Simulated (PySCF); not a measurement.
## Molecular orbitals of ZnSi

BHandHLYP at R = 2.396 Å; PySCF, no relativity, basis sets Zn def2-TZVPP, Si def2-TZVPP. State: ³Σ⁻ (triplet), unpaired electrons π ↑↑. Only the outer orbitals are listed, counted within each symmetry.

```csv
spin,orbital,occ.,ε (eV),on Zn (%),main shells (%)
α,10σ,1,-14.21,18,"82 Si s, 10 Zn s"
α,11σ,1,-8.01,62,"61 Zn s, 27 Si p, 10 Si s"
α,5π,1,-6.03,11,"89 Si p, 10 Zn p"
α,5π,1,-6.03,11,"89 Si p, 10 Zn p"
α,12σ,0,-2.11,58,"42 Si p, 31 Zn p, 27 Zn s"
α,6π,0,0.14,90,90 Zn p
α,6π,0,0.14,90,90 Zn p
β,10σ,1,-12.14,25,"74 Si s, 19 Zn s"
β,11σ,1,-7.56,64,"62 Zn s, 20 Si p, 16 Si s"
β,12σ,0,-1.90,51,"49 Si p, 34 Zn p, 17 Zn s"
β,5π,0,-1.39,42,"57 Si p, 42 Zn p"
β,5π,0,-1.39,42,"57 Si p, 42 Zn p"
```

Problem. Which are the highest filled and the lowest empty level, where do they sit, and how wide is the gap?

Solution. Highest filled α 5π at -6.03 eV (in %: 89 Si p, 10 Zn p); lowest empty α 12σ at -2.11 eV (in %: 42 Si p, 31 Zn p, 27 Zn s); the gap at BHandHLYP is 3.92 eV.

The bond order (Mayer) is 1.27 and the ⟨S²⟩ is 2.020. The charge on Zn (Mulliken, basis-dependent) is 0.15. The charge on Zn (Löwdin, basis-dependent) is 0.04 and the dipole moment (positive dipole means Zn(−)Si(+)) is -2.44 D.

The state was picked by a PBE0 search and need not be the measured ground state.
